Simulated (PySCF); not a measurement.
[C5H8O2S]+: g tensor and hyperfine couplings

C5H8O2S (charge +1 and doublet state).
Z-matrix (Å and degrees, GFN2-xTB geometry), rows numbered from 1:
```
C 
O   1  1.4128
C   2  1.3612  1  118.21
S   3  1.8141  2  107.86  1   155.65
C   4  1.8198  3   94.65  2   130.42
C   5  1.5148  4  108.94  3    12.33
C   6  1.5025  5  109.84  4   -28.77
O   7  1.1806  3  120.92  2    38.18
H   1  1.0973  2  109.95  3    66.02
H   1  1.0937  2  111.89  3   -55.32
H   1  1.0882  2  106.02  3  -175.45
H   3  1.1053  2  113.66  1    34.51
H   5  1.0907  4  108.34  3   135.63
H   5  1.0922  4  106.50  3  -108.70
H   6  1.0958  5  111.44  4    88.21
H   6  1.0920  5  112.03  4  -151.28
```

The hyperfine couplings belong to this conformer and change with its torsions.

The species is `CO[C@H]1[S+]CCC1=O` [radical] (charge +1).

Computed with UKS B3LYP, pcH-1 on C H O S, non-relativistic, mean-field spin-orbit, GIAO (PySCF 2.14.0). The structure is a single GFN2-xTB conformer in the gas phase; no vibrational or solvent corrections. Couplings are sensitive to structure, and on GFN2-xTB geometries they can be far from those on DFT ones, by a factor of two or more for some ions and for spin on atoms past the first row. No stability test was run, so a lower SCF solution isn't excluded.

- g1, g2, g3: 2.00276, 2.01464, 2.02312
- g_iso: 2.01350
- Form of g: rhombic: the two nearest values differ by 42 % of g3 − g1
- ⟨S²⟩: 0.7540 (exact 0.7500)
- α and β electrons: 35, 34
- HOMO–LUMO gap, α and β orbitals: 5.78, 1.75 eV

Hyperfine couplings atom by atom, in MHz; T1 to T3 are the principal values of the dipolar part:

```tsv
atom	isotope	a_iso	of which spin–orbit	T1	T2	T3	Mulliken spin population
C1	13C	-8.4	0.0	-2.9	-1.7	4.6	0.00
O2	17O	-30.0	-0.3	-62.0	30.6	31.4	0.18
C3	13C	-23.4	0.2	-10.1	-7.9	18.0	0.02
S4	33S	15.1	0.6	-48.9	-46.4	95.3	0.47
C5	13C	-10.3	0.3	-3.0	-2.3	5.4	-0.02
C6	13C	28.0	0.1	-5.9	-4.7	10.6	0.04
C7	13C	-9.3	-0.1	-10.6	-4.6	15.2	0.02
O8	17O	-10.4	0.0	-52.4	24.7	27.7	0.17
H9	1H	67.2	0.0	-4.2	0.4	3.8	0.02
H10	1H	22.4	0.0	-2.5	-1.4	3.8	0.01
H11	1H	1.5	0.0	-2.4	-1.7	4.1	0.00
H12	1H	111.1	0.0	-5.3	-3.1	8.5	0.05
H13	1H	70.4	0.0	-3.9	-2.2	6.1	0.03
H14	1H	60.1	0.0	-3.4	-0.8	4.2	0.02
H15	1H	2.8	0.0	-1.7	-1.4	3.2	0.00
H16	1H	1.0	0.0	-3.2	-0.7	3.8	0.00
```

The Mulliken spin populations are largest on S4 (+0.47), O2 (+0.18) and O8 (+0.17). Three atoms exceed +0.15.

The SMILES `CO[C@H]1[S+]CCC1=O` draws the unpaired electron on S4, whose computed spin population is only +0.47.

Under fast tumbling the dipolar parts average out, and these isotropic splittings remain: 1 × 1H (H12, I = 1/2, 2 lines) with 3.94 mT, 1 × 1H (H13, I = 1/2, 2 lines) with 2.50 mT, 1 × 1H (H14, I = 1/2, 2 lines) with 2.13 mT, 3 × 1H (H9/H10/H11, I = 1/2, 4 lines) with 1.08 mT, 1 × 1H (H15, I = 1/2, 2 lines) with 0.10 mT and 1 × 1H (H16, I = 1/2, 2 lines) with 0.04 mT.

Means are taken over nuclei equivalent by connectivity, which assumes that they swap fast. The three 1H nuclei of mean +30.4 MHz run from 1.5 to 67.2 MHz in the frozen geometry.

The 17O coupling of O2 (-30.0 MHz) shows only in satellite lines or after enrichment, since that isotope makes up about 0.038 % of natural oxygen.

The 33S coupling of S4 (15.1 MHz) shows only in satellite lines or after enrichment, since that isotope makes up about 0.76 % of natural sulfur.
